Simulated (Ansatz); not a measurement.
Job for Ansatz (a quantum-chemistry and plane-wave program): FCI/cc-pVDZ on H6 chain, a point of a bond scan (R = 1.100 Å).

Ansatz 0.2 input:
```yaml
crystal:
  periodic: [false, false, false]
  atoms:
    - {symbol: H, position_ang: [0.00000000, 0.00000000, 0.00000000]}
    - {symbol: H, position_ang: [0.00000000, 0.00000000, 1.10000000]}
    - {symbol: H, position_ang: [0.00000000, 0.00000000, 2.20000000]}
    - {symbol: H, position_ang: [0.00000000, 0.00000000, 3.30000000]}
    - {symbol: H, position_ang: [0.00000000, 0.00000000, 4.40000000]}
    - {symbol: H, position_ang: [0.00000000, 0.00000000, 5.50000000]}
basis:
  gaussian:
    orbitals: cc-pVDZ
magnetization: {spin_polarized: false}
correlation: {method: fci, electrons: outside_noble_gas}
```

Program output:

```
WARN ansatz: RAYON_NUM_THREADS=2 ignored (pool sized by the plan → 2); use --threads N
Functional definition: HF
integrals: 0.01 GiB planned
404 factors; integrals over basis functions are off by at most 1.7e-7 eV
mean field: 0.05 GiB planned
mean field evaluation 1: about -86.8858 eV, gradient 6.9e0 eV
mean field evaluation 2: about -86.8844 eV, gradient 6.9e0 eV
mean field evaluation 4: about -87.2155 eV, gradient 4.4e-1 eV
mean field evaluation 8: about -87.2175 eV, gradient 2.9e-7 eV
mean field -87.21745441 eV, -3.2051823313 hartree, gradient 5.3e-7 eV, S^2 0.000000; 0 other end points of the search recorded, 0 dependent functions left out; unrestricted orbitals would lower it
reference -87.21745441 eV, -3.2051823313 hartree; 3, 3 occupied and 27, 27 virtual orbitals, 404 factors
configuration interaction: 0.76 GiB planned
state -91.07604270 eV, -3.3469828355 hartree
Total energy: -91.07604270 eV, -3.3469828355 hartree
```

The calculation finished and met its thresholds.

Cost: about 13 core-seconds (a rough figure).
